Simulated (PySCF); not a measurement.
C₂H₇Al (SMILES [CH3][AlH][CH3]), singlet, geometry from GFN2-xTB (such geometries of metal compounds can be far from the true shape); DF-CAMB3LYP/cc-pVDZ run with PySCF.

Here is a job for PySCF.
```python
from pyscf import gto, scf, dft

mol = gto.Mole()
mol.atom = '''
    Al    0.35298301   -0.09679108   -0.29438078
    C    -0.54675057   -1.67224407    0.52286895
    H    -0.14101575   -2.60677352    0.11529983
    H    -1.62818961   -1.69634184    0.34377780
    H    -0.42176746   -1.72806399    1.61066284
    C    -0.04540479    1.83461833   -0.02902321
    H     0.68048984    2.45884494   -0.56521044
    H    -0.00927651    2.14534959    1.02183624
    H    -1.03660266    2.12796203   -0.39441129
    H     1.52051514   -0.41693876   -1.26807926
'''
mol.basis = 'cc-pvdz'
mol.verbose = 4
mol.build()

mf = dft.RKS(mol)
mf.xc = 'camb3lyp'
mf = mf.density_fit(auxbasis='def2-universal-jkfit')
mf.kernel()
mf.analyze()
```

Output, abridged:

```
PySCF version 2.14.0

[INPUT] verbose = 4
[INPUT] num. atoms = 10
[INPUT] num. electrons = 32
[INPUT] charge = 0
[INPUT] spin (= nelec alpha-beta = 2S) = 0
[INPUT] symmetry False subgroup None
[INPUT] Mole.unit = angstrom
[INPUT] Symbol           X                Y                Z      unit          X                Y                Z       unit  Magmom
[INPUT]  1 Al     0.352983010000  -0.096791080000  -0.294380780000 AA    0.667041215525  -0.182908632501  -0.556299050536 Bohr   0.0
[INPUT]  2 C     -0.546750570000  -1.672244070000   0.522868950000 AA   -1.033208835750  -3.160083305728   0.988079114539 Bohr   0.0
[INPUT]  3 H     -0.141015750000  -2.606773520000   0.115299830000 AA   -0.266481146750  -4.926088021568   0.217885100909 Bohr   0.0
[INPUT]  4 H     -1.628189610000  -1.696341840000   0.343777800000 AA   -3.076832441762  -3.205621491241   0.649645889706 Bohr   0.0
[INPUT]  5 H     -0.421767460000  -1.728063990000   1.610662840000 AA   -0.797024987653  -3.265567666823   3.043711646614 Bohr   0.0
[INPUT]  6 C     -0.045404790000   1.834618330000  -0.029023210000 AA   -0.085802617843   3.466926186807  -0.054845918156 Bohr   0.0
[INPUT]  7 H      0.680489840000   2.458844940000  -0.565210440000 AA    1.285939428149   4.646543519373  -1.068092934345 Bohr   0.0
[INPUT]  8 H     -0.009276510000   2.145349590000   1.021836240000 AA   -0.017530063292   4.054123166548   1.930990637755 Bohr   0.0
[INPUT]  9 H     -1.036602660000   2.127962030000  -0.394411290000 AA   -1.958895127396   4.021265440174  -0.745329318536 Bohr   0.0
[INPUT] 10 H      1.520515140000  -0.416938760000  -1.268079260000 AA    2.873357182855  -0.787900067116  -2.396322505641 Bohr   0.0

nuclear repulsion = 94.9492844036467
number of shells = 36
number of NR pGTOs = 142
number of NR cGTOs = 81
basis = cc-pvdz
ecp = {}

******** <class 'pyscf.df.df_jk.DFRKS'> ********
method = DFRKS
initial guess = minao
damping factor = 0
level_shift factor = 0
DIIS = <class 'pyscf.scf.diis.CDIIS'>
diis_start_cycle = 1
diis_space = 8
diis_damp = 0
SCF conv_tol = 1e-09
SCF conv_tol_grad = None
SCF max_cycles = 50
direct_scf = False
XC library pyscf.dft.libxc version 7.1.2
    S. Lehtola, C. Steigemann, M. J. T. Oliveira, and M. A. L. Marques,  SoftwareX 7, 1–5 (2018)
XC functionals = camb3lyp
    T. Yanai, D. P. Tew, and N. C. Handy,  Chem. Phys. Lett. 393, 51 (2004)
radial grids:
    Treutler-Ahlrichs [JCP 102, 346 (1995); DOI:10.1063/1.469408] (M4) radial grids

becke partition: Becke, JCP 88, 2547 (1988); DOI:10.1063/1.454033
pruning grids: <function nwchem_prune>
grids dens level: 3
symmetrized grids: False
atomic radii adjust function: <function treutler_atomic_radii_adjust>
small_rho_cutoff = 0
Set gradient conv threshold to 3.16228e-05
Initial guess from minao.
tot grids = 116072
******** <class 'pyscf.df.df.DF'> ********
auxbasis = def2-universal-jkfit
Create RSH-DF object <pyscf.df.df.DF object> for omega=0.33
******** <class 'pyscf.df.df.DF'> ********
auxbasis = auxmol.basis = def2-universal-jkfit
init E= -322.626977526289
  HOMO = -0.326999598029783  LUMO = -0.0418771270189522  gap/eV = 7.75858
cycle= 1 E= -322.751969772  delta_E= -0.125  |g|= 0.376  |ddm|=  2.4
  HOMO = -0.2834421056559  LUMO = 0.005151884815076  gap/eV = 7.85304
cycle= 2 E= -322.762919936284  delta_E= -0.011  |g|= 0.325  |ddm|= 0.552
  HOMO = -0.334823620839899  LUMO = -0.000317722660003739  gap/eV = 9.10237
cycle= 3 E= -322.791267296919  delta_E= -0.0283  |g|= 0.0164  |ddm|= 0.257
  HOMO = -0.33395015133508  LUMO = 0.00176024800596952  gap/eV = 9.13515
cycle= 4 E= -322.791391662887  delta_E= -0.000124  |g|= 0.00303  |ddm|= 0.0278
  HOMO = -0.334799336161928  LUMO = 0.00128898069065642  gap/eV = 9.14543
cycle= 5 E= -322.791395841219  delta_E= -4.18e-06  |g|= 0.000569  |ddm|= 0.0058
  HOMO = -0.334760453869014  LUMO = 0.00136129372706817  gap/eV = 9.14634
cycle= 6 E= -322.791396010911  delta_E= -1.7e-07  |g|= 0.000109  |ddm|= 0.000925
  HOMO = -0.334774008847495  LUMO = 0.00134693611137005  gap/eV = 9.14632
cycle= 7 E= -322.7913960188  delta_E= -7.89e-09  |g|= 1.17e-05  |ddm|= 0.000249
  HOMO = -0.334771312070332  LUMO = 0.00135112137551374  gap/eV = 9.14636
cycle= 8 E= -322.791396018921  delta_E= -1.22e-10  |g|= 3.39e-06  |ddm|= 3.4e-05
  HOMO = -0.334772192402213  LUMO = 0.00135040305061374  gap/eV = 9.14636
Extra cycle  E= -322.791396018927  delta_E= -5.34e-12  |g|= 1.4e-06  |ddm|= 6.98e-06
converged SCF energy = -322.791396018927
**** SCF Summaries ****
Total Energy =                        -322.791396018926548
Nuclear Repulsion Energy =              94.949284403646658
One-electron Energy =                 -632.401431934357447
Two-electron Energy =                  214.660751511784213
Two-electron Coulomb Energy =          246.722175491593362
DFT Exchange-Correlation Energy =      -32.061423979809135
HOMO-LUMO gap [eV] =                     9.146361694911164
**** MO energy ****
MO #1   energy= -56.1095857047452  occ= 2
MO #2   energy= -10.2269061531327  occ= 2
MO #3   energy= -10.2269042447088  occ= 2
MO #4   energy= -4.196894370034    occ= 2
MO #5   energy= -2.7550230608057   occ= 2
MO #6   energy= -2.74696141647506  occ= 2
MO #7   energy= -2.7459709996121   occ= 2
MO #8   energy= -0.753529178915408 occ= 2
MO #9   energy= -0.745659269356334 occ= 2
MO #10  energy= -0.461038172243818 occ= 2
MO #11  energy= -0.451454836068646 occ= 2
MO #12  energy= -0.447412005366904 occ= 2
MO #13  energy= -0.444823060133756 occ= 2
MO #14  energy= -0.444648440294426 occ= 2
MO #15  energy= -0.335925995594711 occ= 2
MO #16  energy= -0.334772192402213 occ= 2
MO #17  energy= 0.00135040305061374 occ= 0
MO #18  energy= 0.0721183562979748 occ= 0
MO #19  energy= 0.101032961146537  occ= 0
MO #20  energy= 0.138830852146234  occ= 0
MO #21  energy= 0.164976300418413  occ= 0
MO #22  energy= 0.168193475991079  occ= 0
MO #23  energy= 0.186432297311771  occ= 0
MO #24  energy= 0.187664986817379  occ= 0
 ** Mulliken pop on meta-lowdin orthogonal AOs  **
 ** Mulliken pop  **
 ** Mulliken atomic charges  **
charge of    0Al =      0.71284
charge of    1C =     -0.59559
charge of    2H =      0.10879
charge of    3H =      0.10785
charge of    4H =      0.10919
charge of    5C =     -0.59559
charge of    6H =      0.10879
charge of    7H =      0.10785
charge of    8H =      0.10919
charge of    9H =     -0.17331
Dipole moment(X, Y, Z, Debye): -0.58742,  0.16109,  0.48990
```
